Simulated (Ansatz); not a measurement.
`[CH3][GeH2][GeH3]` and `[CH3][GeH2][TeH]` differ in one atom or group.

Ansatz, PBE0-D4/def2-TZVP geometries, multiplicity 1. 

Elements past krypton have def2 core potentials. Scalar relativity is left out up to krypton.

```csv
property,`[CH3][GeH2][GeH3]`
HOMO–LUMO gap (PBE0/def2-TZVPP) / eV,8.31
HOMO–LUMO gap (B3LYP/def2-TZVPP) / eV,7.86
LUMO energy (PBE0/def2-TZVPP) / eV,0.43
LUMO energy (B3LYP/def2-TZVPP) / eV,0.18
"ideal-gas entropy at 298 K and 1 bar (rigid rotor, harmonic PBE0-D4/def2-TZVP) / J/(mol·K)",355
LUMO energy (ωB97M-V/def2-TZVPP) / eV,2.03
```

(1) What does the change do to each property? (Estimate.)

## Answers

(1) Ansatz gave: 
```json
{"property": "HOMO–LUMO gap (PBE0/def2-TZVPP) / eV", "`[CH3][GeH2][TeH]`": "5.68", "shift": "-2.63"}
{"property": "HOMO–LUMO gap (B3LYP/def2-TZVPP) / eV", "`[CH3][GeH2][TeH]`": "5.22", "shift": "-2.64"}
{"property": "LUMO energy (PBE0/def2-TZVPP) / eV", "`[CH3][GeH2][TeH]`": "-0.64", "shift": "-1.07"}
{"property": "LUMO energy (B3LYP/def2-TZVPP) / eV", "`[CH3][GeH2][TeH]`": "-0.89", "shift": "-1.07"}
{"property": "ideal-gas entropy at 298 K and 1 bar (rigid rotor, harmonic PBE0-D4/def2-TZVP) / J/(mol·K)", "`[CH3][GeH2][TeH]`": "350", "shift": "-5"}
{"property": "LUMO energy (ωB97M-V/def2-TZVPP) / eV", "`[CH3][GeH2][TeH]`": "1.12", "shift": "-0.91"}
```

With PBE0 the HOMO rises by 1.56 eV and the LUMO falls by 1.07 eV, so the gap narrows by about 2.63 eV. PBE moves the HOMO by 1.51 eV and ωB97M-V by 1.51 eV. The zero-point energy changes by -42.7 kJ/mol with -6 modes.

B3LYP here is the variant with VWN-RPA as its local correlation; programs differ in this.

Spin–orbit coupling is left out; it splits and shifts lone-pair levels of the heavy atoms by tenths of an eV.
